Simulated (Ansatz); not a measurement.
Br3Sb, charge +1, doublet, at a GFN2-xTB geometry (a state made from the parent by changing its charge; the spin is typed, not shown lowest) (core potentials on Sb), with bond 3-1 at 1.5 times its length; HF/def2-SV(P) run with Ansatz (a quantum-chemistry and plane-wave program).

Here is a job for Ansatz.
Ansatz 0.2 input:
```yaml
crystal:
  periodic: [false, false, false]
  atoms:
    - {symbol: Sb, position_ang: [-0.00424655, -0.01061037, 0.90041461]}
    - {symbol: Br, position_ang: [0.54273096, -2.14698769, -0.46015488]}
    - {symbol: Br, position_ang: [2.39555345, 2.32929405, -1.06765582]}
    - {symbol: Br, position_ang: [-2.13216325, 0.61312260, -0.44024549]}
basis:
  gaussian:
    orbitals: def2-SV_P_.json
hamiltonian:
  xc: hf
total_charge: 1
magnetization: {spin_polarized: true, initial_magnetization: 1}
```
The basis file holds def2-SV(P) in the JSON format of the Basis Set Exchange.

It wrote (shortened):

```
Functional definition: HF
1243 factors; integrals over basis functions are off by at most 3.1e-4 eV
mean field evaluation 1: about -216465.2222 eV, gradient 2.5e1 eV
mean field evaluation 2: about -216465.2614 eV, gradient 2.5e1 eV
mean field evaluation 4: about -216472.3897 eV, gradient 8.3e0 eV
mean field evaluation 8: about -216474.8974 eV, gradient 8.6e-1 eV
mean field evaluation 16: about -216474.9743 eV, gradient 3.9e-1 eV
mean field evaluation 32: about -216475.1946 eV, gradient 5.3e-6 eV
mean field evaluation 64: about -216475.1931 eV, gradient 1.2e-3 eV
mean field evaluation 96: about -216474.7002 eV, gradient 3.9e0 eV
mean field evaluation 128: about -216474.8517 eV, gradient 1.9e0 eV
mean field evaluation 160: about -216475.1931 eV, gradient 1.7e-3 eV
mean field evaluation 192: about -216473.5350 eV, gradient 3.0e-1 eV
mean field evaluation 224: about -216473.3708 eV, gradient 1.9e0 eV
mean field evaluation 256: about -216473.4939 eV, gradient 5.3e-1 eV
mean field evaluation 288: about -216473.4207 eV, gradient 1.8e1 eV
mean field evaluation 320: about -216472.4786 eV, gradient 6.2e-1 eV
mean field evaluation 352: about -216473.4045 eV, gradient 7.2e-1 eV
mean field evaluation 384: about -216475.1931 eV, gradient 1.8e-6 eV
mean field evaluation 416: about -216474.9904 eV, gradient 3.9e-1 eV
mean field evaluation 448: about -216473.5438 eV, gradient 7.6e-3 eV
mean field evaluation 480: about -216473.8540 eV, gradient 1.6e-2 eV
mean field evaluation 512: about -216472.9535 eV, gradient 3.1e0 eV
mean field -216475.19462165 eV, -7955.3166701888 hartree, gradient 5.4e-6 eV, S^2 0.756969; 8 other end points of the search recorded, 0 dependent functions left out
reference -216475.19462165 eV, -7955.3166701888 hartree; 64, 63 occupied and 58, 59 virtual orbitals, 1243 factors
Total energy: -216475.19462165 eV, -7955.3166701888 hartree
```
